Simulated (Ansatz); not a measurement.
Consider the substitution at a C–C bond: `C/C([SiH3])=C\F` + `CC(O)F` → `COC(C)F` + `F/C=C/[SiH3]`.

Program: Ansatz. Geometries: PBE0-D4/def2-TZVP. ΔE: electronic, gas phase. CCSD(T)/CBS adds triple-zeta CCSD(T) − MP2 to the extrapolated MP2 energy (def2 sets, frozen cores). Double bonds are as drawn, so ΔE can hold a change between cis and trans. DFT in def2-TZVPP. B3LYP here is the variant with VWN-RPA as its local correlation; programs differ in this. Each species was taken in one conformer, which may not be the lowest.

| level | ΔE (kJ/mol) |
| --- | --- |
| PBE-D4 | 49.1 |
| ωB97X-V | 43.9 |
| ωB97M-V | 46.4 |
| B3LYP | 40.7 |
| MP2/def2-TZVPP | 52.3 |
| HF/def2-QZVPP | 34.8 |
| SCS-MP2/def2-QZVPP | 48.0 |
| HF/CBS(def2) | 34.8 |

(1) What does CCSD(T)/CBS give? (Best estimate.)

Largest T1 diagnostic among the species: 0.012.

## Answers

(1) Computed: +48.7 kJ/mol. The listed levels differ from it by 0.4, -4.8, -2.3, -8.0, 3.6, -13.9, -0.7, -13.9 kJ/mol.

The D4 term adds +3.6 kJ/mol with B3LYP and +1.9 kJ/mol with PBE0; it sums over pairs of atoms, weighted by their polarisabilities, and B3LYP, whose exchange is more repulsive, gets the larger term. In def2-TZVPP, CCSD(T) changes the Hartree–Fock value by +11.3 kJ/mol (the triples alone add +0.9 kJ/mol) and MP2 by +17.2 kJ/mol.
